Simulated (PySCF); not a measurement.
Isomers of C6H6FP, one conformer each; single-point electronic energies without zero-point terms and without any empirical dispersion term.

Computed with PySCF at PBE0/pcSseg-1, non-relativistic, each on one gas-phase PBE0-D3(BJ)/def2-SVP geometry that isn't relaxed in the solvent. The solvent is an IEF-PCM continuum (Bondi radii, 1.10 Å for H, scaled by 1.2). Specific hydrogen bonds and non-electrostatic terms are outside this model.

```csv
isomer,"relative energy, gas (kcal/mol)",dipole (D)
`c1c(C)c(F)ccp1`,0.0,0.87
`Cc1ccc(F)pc1`,4.0,3.05
```

Problem. How do the relative energies look in cyclohexane (ε = 2.017)?

Solution. 
```csv
isomer,"relative energy, solvent (kcal/mol)",E(solvent) − E(gas) (kcal/mol),dipole in solvent (D)
`c1c(C)c(F)ccp1`,0.0,-1.2,1.02
`Cc1ccc(F)pc1`,3.9,-1.3,3.46
```

The order is unchanged. The gains span 0.1 kcal/mol, the gas-phase energies 4.0 kcal/mol.
